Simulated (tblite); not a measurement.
C₆H₁₄Ge.
Numbering: `[CH3:1][GeH:2]1[CH2:3][CH2:4][CH2:5][CH2:6][CH2:7]1` (hydrogens: H8, H9, H10 on C1; H11 on Ge2; H12, H13 on C3; H14, H15 on C4; H16, H17 on C5; H18, H19 on C6; H20, H21 on C7)

Cartesian coordinates in Å at the GFN2-xTB level; atoms count from 1:
```xyz
21
C6H14Ge angstrom
C      2.6064    0.0797    0.1793
Ge     1.0096    0.2825   -0.9747
C     -0.2444    1.6446   -0.2607
C     -1.0350    1.0527    0.9027
C     -1.8085   -0.2087    0.5197
C     -0.9187   -1.4328    0.3049
C     -0.1036   -1.3601   -0.9832
H      3.2574   -0.7051   -0.1944
H      2.3100   -0.1792    1.1920
H      3.1767    1.0031    0.2192
H      1.4617    0.6414   -2.3814
H     -0.9353    1.9527   -1.0468
H      0.2814    2.5406    0.0712
H     -1.7415    1.8010    1.2755
H     -0.3542    0.8137    1.7244
H     -2.5186   -0.4345    1.3200
H     -2.3840   -0.0165   -0.3895
H     -0.2437   -1.5331    1.1595
H     -1.5487   -2.3277    0.2825
H      0.5047   -2.2598   -1.0826
H     -0.7806   -1.3376   -1.8383
```

Method: GFN2-xTB as coded in tblite; computed harmonic values from a numerical Hessian at the method's own geometry, unscaled. Errors from tens to a few hundred cm⁻¹ against measured bands are possible. Modes of hydrogen on germanium can be 10 to 20 % off. One conformer, not necessarily the lowest.

Harmonic wavenumbers (cm⁻¹): 82.5, 103.4, 128.2, 159.2, 206.4, 258.1, 339.6, 353.1, 470.4, 538.2, 551.6, 586.1, 623.2, 641.9, 700.6, 775.5, 789.2, 811.6, 849.3, 897.6, 926.9, 974.4, 1000.7, 1053.0, 1082.9, 1126.6, 1162.5, 1190.1, 1212.8, 1247.1, 1279.8, 1286.4, 1323.2, 1347.7, 1357.6, 1358.7, 1460.8, 1462.0, 1464.7, 1467.7, 1488.2, 1493.5, 1505.4, 1874.0, 2932.0, 2934.5, 2950.7, 2952.3, 2956.6, 2958.9, 2967.3, 2970.3, 2973.4, 2974.9, 3018.8, 3025.3, 3025.6.

A = 2669, B = 1486, C = 1240 MHz; mass 160.031 u (most abundant isotopes); point group Cs, symmetry number 1.

Task: What is the zero-point energy?

Result: Half the sum of the wavenumbers: 39826 cm⁻¹ = 476.43 kJ/mol.

Task: What is S at 273.15 K and 1 bar for an ideal gas of classical rigid rotors and harmonic oscillators?

Result: Translation 170.33, rotation 118.45, vibration 90.91: S = 379.7 J/(mol K).

Task: And Cp and H(273.15 K) − H(0)?

Result: Cp = 144.09 J/(mol K), of which vibrations give 110.83 (their classical limit is 57 R = 473.9); H(273.15 K) − H(0) = 23.22 kJ/mol without the zero-point energy, 14.14 from vibrations.

Task: Which modes carry the vibrational entropy at 273.15 K?

Result: 82.5 cm⁻¹: 15.31; 103.4 cm⁻¹: 13.47; 128.2 cm⁻¹: 11.74; 159.2 cm⁻¹: 10.02; 206.4 cm⁻¹: 8.02; 258.1 cm⁻¹: 6.37 J/(mol K); the other 51 give 25.99 together.

Task: What must be added to the electronic energy to get the Gibbs energy at 273.15 K and 1 bar?

Result: ZPE + [H(273.15 K) − H(0)] − T·S = 476.43 + 23.22 − 103.71 = 395.94 kJ/mol.

Hindered rotation and anharmonicity are outside this model. Other conformers, if any are populated, would add a mixing term that is left out.

On an Intel Xeon at 2.70 GHz with one thread, shared host, this took 1.1 s wall. This covers the Hessian and the dipole derivatives.
